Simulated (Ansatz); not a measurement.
Terrylene (C₃₀H₁₆). The state is a singlet with charge 0. Geometry r2SCAN-D4/def2-SVP; atoms count from 1.

Cartesian coordinates in Å:
```
C 1.0246 -5.3841 -1.1584
C 1.5247 -5.6728 0.0967
C 1.5937 -4.6617 1.0887
C 2.1043 -4.9409 2.3819
C 2.1647 -3.9445 3.3369
C 1.7216 -2.6455 3.0381
C 1.2086 -2.3124 1.7794
C 0.7441 -0.9594 1.4586
C 0.7877 0.0760 2.3968
C 0.3485 1.3618 2.0964
C -0.1625 1.6947 0.8385
C -0.6236 3.0509 0.5265
C -0.5776 4.0882 1.4648
C -1.0223 5.3847 1.1577
C -1.5237 5.6731 -0.0969
C -1.5937 4.6618 -1.0887
C -2.1048 4.9408 -2.3818
C -2.1655 3.9443 -3.3367
C -1.7225 2.6453 -3.0378
C -1.2092 2.3122 -1.7791
C -0.7447 0.9592 -1.4584
C -0.7891 -0.0764 -2.3964
C -0.3497 -1.3621 -2.0961
C 0.1622 -1.6947 -0.8385
C 0.6241 -3.0508 -0.5267
C 0.5796 -4.0877 -1.4655
C 1.1392 -3.3331 0.7785
C 0.2275 -0.6664 0.1557
C -0.2278 0.6663 -0.1556
C -1.1393 3.3331 -0.7784
H 0.9713 -6.1642 -1.9232
H 1.8736 -6.6796 0.3448
H 2.4472 -5.9555 2.6057
H 2.5584 -4.1602 4.3343
H 1.7867 -1.8879 3.8205
H 1.1741 -0.1092 3.4000
H 0.4132 2.1184 2.8796
H -0.1884 3.9026 2.4671
H -0.9682 6.1649 1.9223
H -1.8727 6.6799 -0.3450
H -2.4476 5.9554 -2.6055
H -2.5596 4.1599 -4.3339
H -1.7873 1.8878 -3.8203
H -1.1764 0.1086 -3.3993
H -0.4151 -2.1189 -2.8790
H 0.1919 -3.9018 -2.4682
```

Single mean-field runs in def2-TZVP are fitted with def2-universal-jkfit.

Question: Estimate the Mulliken populations of the heavy atoms from the PBE0/def2-TZVP orbitals of Ansatz.

Answer: 
| atom | charge (e) |
| --- | --- |
| C1 | -0.11 |
| C2 | -0.22 |
| C3 | 0.19 |
| C4 | -0.22 |
| C5 | -0.11 |
| C6 | -0.18 |
| C7 | 0.09 |
| C8 | 0.18 |
| C9 | -0.29 |
| C10 | -0.29 |
| C11 | 0.18 |
| C12 | 0.09 |
| C13 | -0.18 |
| C14 | -0.11 |
| C15 | -0.22 |
| C16 | 0.19 |
| C17 | -0.22 |
| C18 | -0.11 |
| C19 | -0.18 |
| C20 | 0.09 |
| C21 | 0.18 |
| C22 | -0.29 |
| C23 | -0.29 |
| C24 | 0.18 |
| C25 | 0.09 |
| C26 | -0.18 |
| C27 | -0.04 |
| C28 | 0.09 |
| C29 | 0.09 |
| C30 | -0.04 |
Mulliken values depend strongly on the basis.

Question: And the Mayer bond orders between heavy atoms (over 0.3)?

Answer: C1–C2 1.48 (1.38 Å); C1–C26 1.32 (1.40 Å); C2–C3 1.22 (1.42 Å); C3–C4 1.22 (1.42 Å); C3–C27 1.27 (1.44 Å); C4–C5 1.48 (1.38 Å); C5–C6 1.32 (1.40 Å); C6–C7 1.47 (1.40 Å); C7–C8 1.04 (1.47 Å); C7–C27 1.23 (1.43 Å); C8–C9 1.33 (1.40 Å); C8–C28 1.25 (1.43 Å); C9–C10 1.46 (1.39 Å); C10–C11 1.33 (1.40 Å); C11–C12 1.04 (1.47 Å); C11–C29 1.25 (1.43 Å); C12–C13 1.47 (1.40 Å); C12–C30 1.23 (1.43 Å); C13–C14 1.32 (1.40 Å); C14–C15 1.48 (1.38 Å); C15–C16 1.22 (1.42 Å); C16–C17 1.22 (1.42 Å); C16–C30 1.27 (1.44 Å); C17–C18 1.48 (1.38 Å); C18–C19 1.32 (1.40 Å); C19–C20 1.47 (1.40 Å); C20–C21 1.04 (1.47 Å); C20–C30 1.23 (1.43 Å); C21–C22 1.33 (1.40 Å); C21–C29 1.25 (1.43 Å); C22–C23 1.46 (1.39 Å); C23–C24 1.33 (1.40 Å); C24–C25 1.04 (1.47 Å); C24–C28 1.25 (1.43 Å); C25–C26 1.47 (1.40 Å); C25–C27 1.23 (1.43 Å); C28–C29 1.22 (1.44 Å).
